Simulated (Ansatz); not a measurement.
Relaxation of H3OSn (5 atoms, charge 1, multiplicity 1), to a largest force component of 0.02 eV/Å in at most 50 steps.

Computed with Ansatz 0.2.0, UKS PBE0/def2-SVP.

```xyz
5
Properties=species:S:1:pos:R:3
O 0.127 -1.051 0.696
Sn -0.171 0.507 -0.311
H 0.875 -1.619 0.926
H -0.840 -1.062 0.908
H 1.007 1.441 -1.190
```

Question: Where does it end, and by what steps?

Answer: It converged. Limits of this set-up: the dipole of an ion depends on the origin. After 8 steps the energy has fallen by 2.440 eV; Sn2 moved furthest, 0.61 Å. Parted: Sn2–H4.

```json
{"step": "0", "energy less start (eV)": "0.0000", "largest force component (eV/Å)": "7.045", "accepted": "yes"}
{"step": "1", "energy less start (eV)": "-1.3904", "largest force component (eV/Å)": "2.739", "accepted": "yes"}
{"step": "2", "energy less start (eV)": "-1.9797", "largest force component (eV/Å)": "1.433", "accepted": "yes"}
{"step": "3", "energy less start (eV)": "-2.3071", "largest force component (eV/Å)": "1.241", "accepted": "yes"}
{"step": "4", "energy less start (eV)": "-2.4175", "largest force component (eV/Å)": "0.747", "accepted": "yes"}
{"step": "5", "energy less start (eV)": "-2.4263", "largest force component (eV/Å)": "0.244", "accepted": "yes"}
{"step": "6", "energy less start (eV)": "-2.4395", "largest force component (eV/Å)": "0.110", "accepted": "yes"}
{"step": "7", "energy less start (eV)": "-2.4398", "largest force component (eV/Å)": "0.049", "accepted": "yes"}
{"step": "8", "energy less start (eV)": "-2.4398", "largest force component (eV/Å)": "0.001", "accepted": "yes"}
```

```xyz
5
Properties=species:S:1:pos:R:3
O 0.006 -0.919 0.630
Sn -0.511 0.958 -0.543
H 0.891 -1.307 0.708
H -0.611 -1.470 1.137
H 1.222 0.954 -0.903
```

Whether the end is a true minimum wasn't checked by a vibrational analysis.

Run time: 13 s on 1 thread of Intel(R) Xeon(R) 6975P-C (Granite Rapids), with other jobs on the host, peak memory 0.15 GiB.
